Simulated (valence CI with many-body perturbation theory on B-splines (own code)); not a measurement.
## V XVII: electric-dipole lines

Calculated by configuration interaction combined with many-body perturbation theory (CI+MBPT): five valence electrons over a frozen Dirac-Fock core [He], a basis of 9 s, 9 p, 8 d, 6 f, 3 g, 1 h functions for each j, with the one-electron correlation potential Σ1 (screened to all orders), the two-electron term Σ2, the three-electron term Σ3, Breit, model QED; selected single and double excitations, second order for the rest (own B-spline code, finite nucleus).

No measured spectrum was set against this ion. As an estimate, levels of excited configurations hold to 0.05 to 0.15 % of their energy, terms of the ground configuration to about 0.5 %. Among the levels kept, up to 1900 cm⁻¹ of a level comes from second order outside the variational space, and about a tenth of that is noise between levels of different J, which matters for small intervals.

Lines 101 to 150 of 272 in falling wavelength, among levels below 5996.8 × 10³ cm⁻¹, chosen from the strongest by gf and those to the six lowest levels. Wavelengths and rates use the calculated energies, so an error of 500 cm⁻¹ moves a line at 15.01 nm by 0.075 % and its rate by three times that or more. Electric multipoles are in the length gauge, E1 and E2 with the static RPA response of the core. Weak lines are less certain than strong ones. Lines between different terms over intervals too small for the method are left out, as are lines whose strength nearly cancels.

Names give the largest LS component (configuration and term), which can be under half, so a name can repeat, a term be missing and a line seem to break the LS rules; names also repeat where a configuration has a term twice. Letters in brackets count levels of one name in rising energy.

```
λ vac (nm)                 Upper           Lower   A (s⁻¹)  S (a.u.)
     15.01          2s2p⁴ ⁴P_3/2  2s²2p³ ⁴S°_3/2  1.19e+10  7.93e-02
     14.67          2s2p⁴ ⁴P_1/2  2s²2p³ ⁴S°_3/2  1.31e+10  4.07e-02
     13.76          2s2p⁴ ²D_3/2  2s²2p³ ²D°_5/2  3.80e+08  1.95e-03
     13.65          2s2p⁴ ²D_5/2  2s²2p³ ²D°_5/2  2.24e+10  1.68e-01
     13.40          2s2p⁴ ²D_3/2  2s²2p³ ²D°_3/2  2.74e+10  1.30e-01
     13.16          2s2p⁴ ²S_1/2  2s²2p³ ²P°_3/2  5.04e+09  1.13e-02
     13.09           2p⁵ ²P°_3/2    2s2p⁴ ²D_5/2  3.20e+10  1.42e-01
     12.99           2p⁵ ²P°_3/2    2s2p⁴ ²D_3/2  9.04e+09  3.91e-02
     12.68          2s2p⁴ ²S_1/2  2s²2p³ ²P°_1/2  2.62e+10  5.26e-02
     12.52          2s2p⁴ ²P_3/2  2s²2p³ ²P°_3/2  8.51e+09  3.30e-02
     12.08          2s2p⁴ ²P_3/2  2s²2p³ ²P°_1/2  5.64e+09  1.96e-02
     12.03           2p⁵ ²P°_1/2    2s2p⁴ ²D_3/2  3.52e+10  6.04e-02
     11.72          2s2p⁴ ²P_1/2  2s²2p³ ²P°_3/2  6.22e+10  9.89e-02
     11.53          2s2p⁴ ²D_3/2  2s²2p³ ⁴S°_3/2  2.70e+08  8.17e-04
     11.37          2s2p⁴ ²S_1/2  2s²2p³ ²D°_3/2  2.69e+10  3.90e-02
     11.33          2s2p⁴ ²P_1/2  2s²2p³ ²P°_1/2  4.33e+09  6.23e-03
     11.12          2s2p⁴ ²P_3/2  2s²2p³ ²D°_5/2  7.31e+10  1.99e-01
     10.89          2s2p⁴ ²P_3/2  2s²2p³ ²D°_3/2  1.36e+10  3.47e-02
     10.28          2s2p⁴ ²P_1/2  2s²2p³ ²D°_3/2  2.94e+10  3.15e-02
     9.993          2s2p⁴ ²S_1/2  2s²2p³ ⁴S°_3/2  4.96e+08  4.89e-04
     9.905           2p⁵ ²P°_3/2    2s2p⁴ ⁴P_5/2  1.09e+09  2.10e-03
     9.619          2s2p⁴ ²P_3/2  2s²2p³ ⁴S°_3/2  1.52e+09  2.66e-03
     2.043      2s²2p²3p ⁴D°_3/2    2s2p⁴ ⁴P_5/2  6.85e+09  1.15e-04
     2.030      2s²2p²3p ⁴P°_3/2    2s2p⁴ ⁴P_5/2  2.63e+10  4.34e-04
     2.023      2s²2p²3p ⁴P°_5/2    2s2p⁴ ⁴P_5/2  1.76e+10  4.31e-04
     2.019  2s²2p²3p ²D°_3/2 [a]    2s2p⁴ ⁴P_5/2  1.89e+10  3.07e-04
     2.019      2s²2p²3p ⁴D°_7/2    2s2p⁴ ⁴P_5/2  1.61e+09  5.24e-05
     2.008      2s²2p²3p ⁴S°_3/2    2s2p⁴ ⁴P_5/2  9.92e+10  1.59e-03
     2.002  2s²2p²3p ²D°_5/2 [a]    2s2p⁴ ⁴P_5/2  1.18e+10  2.81e-04
     2.001  2s²2p²3p ²P°_3/2 [a]    2s2p⁴ ⁴P_5/2  1.79e+09  2.83e-05
     1.975       2s2p³3s ⁶S°_5/2    2s2p⁴ ⁴P_5/2  6.40e+09  1.46e-04
     1.968  2s²2p²3p ²D°_3/2 [b]    2s2p⁴ ⁴P_5/2  5.92e+09  8.92e-05
     1.955       2s²2p²3s ⁴P_1/2  2s²2p³ ²P°_1/2  7.65e+09  5.64e-05
     1.953       2s²2p²3s ⁴P_3/2  2s²2p³ ²P°_3/2  7.61e+09  1.12e-04
     1.950       2s2p³3s ⁴S°_3/2    2s2p⁴ ⁴P_3/2  3.97e+11  5.82e-03
     1.947  2s²2p²3p ²P°_3/2 [b]    2s2p⁴ ⁴P_5/2  4.26e+10  6.21e-04
     1.943       2s²2p²3s ²P_1/2  2s²2p³ ²P°_3/2  1.42e+10  1.03e-04
     1.942       2s²2p²3s ⁴P_3/2  2s²2p³ ²P°_1/2  2.06e+09  2.99e-05
     1.936       2s2p³3s ⁴S°_3/2    2s2p⁴ ⁴P_5/2  7.60e+11  1.09e-02
     1.932       2s²2p²3s ²P_1/2  2s²2p³ ²P°_1/2  4.60e+11  3.27e-03
     1.931       2s²2p²3s ²P_3/2  2s²2p³ ²P°_3/2  3.27e+11  4.65e-03
     1.928  2s²2p²3p ²P°_3/2 [c]    2s2p⁴ ⁴P_5/2  1.79e+10  2.53e-04
     1.921       2s²2p²3s ⁴P_1/2  2s²2p³ ²D°_3/2  9.96e+10  6.97e-04
     1.920       2s²2p²3s ²P_3/2  2s²2p³ ²P°_1/2  3.31e+11  4.63e-03
     1.916       2s²2p²3s ⁴P_3/2  2s²2p³ ²D°_5/2  3.77e+10  5.23e-04
     1.909       2s²2p²3s ⁴P_3/2  2s²2p³ ²D°_3/2  2.50e+10  3.43e-04
     1.905       2s²2p²3s ⁴P_5/2  2s²2p³ ²D°_5/2  8.56e+10  1.75e-03
     1.905       2s²2p²3s ²D_5/2  2s²2p³ ²P°_3/2  1.89e+11  3.87e-03
     1.903       2s²2p²3s ²D_3/2  2s²2p³ ²P°_3/2  8.91e+11  1.21e-02
     1.899       2s²2p²3s ²P_1/2  2s²2p³ ²D°_3/2  1.48e+12  1.00e-02
```
